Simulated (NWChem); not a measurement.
# C2H2F, doublet; SMILES [CH]=CF

Program: NWChem. Spin-unrestricted. In the optimisation the excess spin sits in a' (Cs, its own frame). Geometry: optimised at PBE0/def2-SVP, spin-unrestricted. No stability test was run on the SCF state. Level: M06-2X/def2-SVP with SMD (1 M gas to 1 M solution), gas-phase geometry. Reactions with the solvent are ignored.

| solvent | dielectric constant | solvation free energy (kcal/mol) | cavity-dispersion-structure term (kcal/mol) | dipole in solution (D) |
|---|---|---|---|---|
| water | 78.4 | [?] | [?] | 1.10 |
| ethanol | 24.9 | -0.6 | 2.3 | 1.09 |
| dimethyl sulfoxide | 46.8 | 0.1 | 3.1 | 1.09 |
| chlorobenzene | 5.70 | -1.2 | 1.2 | 1.07 |
| 1,4-dioxane | 2.21 | 0.7 | 2.3 | 1.02 |

Some entries are withheld; supply them.


- water, solvation free energy (kcal/mol): 1.3
- water, cavity-dispersion-structure term (kcal/mol): 4.3
